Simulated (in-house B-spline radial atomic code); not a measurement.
Orbital energies and mean radii along the 60-electron series, configuration [Kr] 4d10 4f13 5s1. The effective charge is n√(-2ε), a non-relativistic measure. Computed with an all-electron radial atomic-structure program (B-spline basis): Dirac-Hartree-Fock, average of the configuration, finite nuclei.

```tsv
ion	Z	energy of 4f7/2 (Eh)	mean radius of 4f7/2 (bohr)	energy of 4p1/2 (Eh)	mean radius of 4p1/2 (bohr)	effective charge of 4f7/2
Hg20+	80	-21.576	0.45096	-43.493	0.39855	26.276
Tl21+	81	-23.442	0.43825	-46.178	0.39032	27.389
Pb22+	82	-25.375	0.42634	-48.953	0.38235	28.496
Bi23+	83	-27.373	0.41516	-51.816	0.37463	29.596
```

How does the screening of 4f7/2 change?

Z less the effective charge goes from 53.72 at Z = 80 to 53.40 at Z = 83.
